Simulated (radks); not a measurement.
Question: Spherical quantum dot in the effective-mass picture: electrons in a parabolic well V = omega^2 r^2 / 2 with omega = 0.272, all in effective atomic units (hartree* = m*/eps^2 hartree, bohr* = eps/m* bohr), one dielectric constant everywhere. Calculated with a radial shooting solver with Libxc functionals: non-relativistic Kohn-Sham, LDA (Slater exchange, Perdew-Wang correlation), spin-polarised, spherical densities. Levels are named by radial order and angular momentum (1s, 1p, 1d, 2s, ...), and open shells are averaged over m. At N = 19 the configuration is 1s2 1p6 1d10 2s(up 1, down 0). Does electron 20 go into 1f up or 2s down or 1f down?

Answer: Into 2s down. The total energies of the other choices lie higher by 0.0607 hartree* (1f up), 0.0634 hartree* (1f down).
